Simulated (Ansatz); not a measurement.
`[SiH3][O][GaH][Br]` + NH₃ → `[NH2][GaH][Br]` + `O[SiH3]` at 700 K and 1 bar (ligand exchange at a Ga–O bond).

Gas-phase electronic energies from Ansatz, PBE0-D4/def2-TZVP geometries. CBS: MP2 limit from def2 TZ/QZ plus the TZ coupled-cluster correction, frozen cores. This one scheme is used for every species. For Br, Ga outer-core shells are correlated without core-valence functions, which leaves a few kJ/mol of doubt a bond. Scalar relativity is left out up to krypton. Each species was taken in one conformer, which may not be the lowest.

```
             species  CCSD(T)/CBS energy (Eh)  H − E (kJ/mol)  S (J/(mol·K))
`[SiH3][O][GaH][Br]`              -4864.03713           169.6          484.8
                 NH₃                -56.50880           116.9          226.5
    `[NH2][GaH][Br]`              -4553.84396           140.5          397.2
           `O[SiH3]`               -366.69042           144.6          321.6
```

H − E and S are ideal-gas, rigid-rotor, harmonic terms from PBE0-D4/def2-TZVP, for one conformer and one mirror image of each species. 1 Eh = 2625.50 kJ/mol, R = 8.31446 J/(mol·K).

Q: By hand: ΔE, ΔH, ΔS and ΔG.

A: ΔE = (-4553.84396) + (-366.69042) − (-4864.03713) − (-56.50880) = 0.01155 Eh = 30.3 kJ/mol. Δ(H − E) = 140.5 + 144.6 − 169.6 − 116.9 = -1.4, so ΔH = 28.9 kJ/mol. ΔS = 397.2 + 321.6 − 484.8 − 226.5 = 7.5 J/(mol·K). ΔG = 28.9 − 700 × (7.5)/1000 = 23.6 kJ/mol.

Q: By hand: the equilibrium constant, and the temperature at which ΔG would vanish if ΔH and ΔS stayed fixed.

A: log₁₀ K = −ΔG/(RT ln 10) = -1.8. ΔG = 0 at ΔH/ΔS = 3853 K, far beyond where these terms or the molecules hold.

The number of gas molecules stays the same, so ΔS is small and ΔH decides. A doubt of 5 kJ/mol in ΔE shifts log₁₀ K by 0.4 here. Other conformers and mirror images would add mixing entropy, several J/(mol·K) or more a flexible species. Modes under 60 cm⁻¹, often nearly free rotors, make the harmonic entropy too high. These are equilibria of isolated gas molecules and say nothing of rates. Largest T1 diagnostic: 0.012 (customary marks: 0.02 for closed shells, 0.045 for open ones).
